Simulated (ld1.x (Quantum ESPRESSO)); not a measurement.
# Reading a pseudo-wave (W (Z = 74))

Columns: radius, all-electron u(r) and pseudo u(r) of the 5p shell (level -43.20 eV) of tungsten in the configuration [Kr] 4d10 4f14 5s2 5p6 5d4 6s2 6p0; PBE, scalar-relativistic, TM scheme, ld1.x (Quantum ESPRESSO) 7.5.

```
r (bohr)  all-electron   pseudo
   0.135       -0.3532  -0.0381
   0.270        0.2447  -0.1464
   0.405        0.5232  -0.3077
   0.540        0.1246  -0.4964
   0.675       -0.3949  -0.6829
   0.810       -0.7761  -0.8389
   0.945       -0.9796  -0.9432
   1.080       -1.0415  -0.9858
   1.215       -1.0103  -0.9690
   1.350       -0.9265  -0.9048
   1.485       -0.8188  -0.8105
   1.620       -0.7053  -0.7032
   1.755       -0.5965  -0.5963
   1.890       -0.4978  -0.4978
   2.025       -0.4113  -0.4113
   2.160       -0.3372  -0.3372
   2.295       -0.2749  -0.2749
   2.430       -0.2230  -0.2230
   2.565       -0.1802  -0.1802
   2.700       -0.1452  -0.1452
   2.835       -0.1167  -0.1167
   2.970       -0.0935  -0.0935
   3.105       -0.0748  -0.0748
   3.240       -0.0598  -0.0598
   3.375       -0.0477  -0.0477
   3.510       -0.0380  -0.0380
```

Problem. How many radial nodes do the two functions have?

Solution. The all-electron 5p function has n − l − 1 = 3 (the table is too coarse to show those close to the nucleus); the pseudo-wave has 0, since the states of the same l below it are removed with the core.

Problem. At about which radius was the pseudo-wave matched?

Solution. 2.00 bohr. The columns agree to 0.0005 from 1.75 bohr on; several derivatives are matched, so the curves merge somewhat inside the radius.

Problem. Is the pseudo-wave norm-conserving?

Solution. Yes: the TM scheme keeps the norm inside the radius equal to the all-electron one, which fixes the energy derivative of the logarithmic derivative at the level.
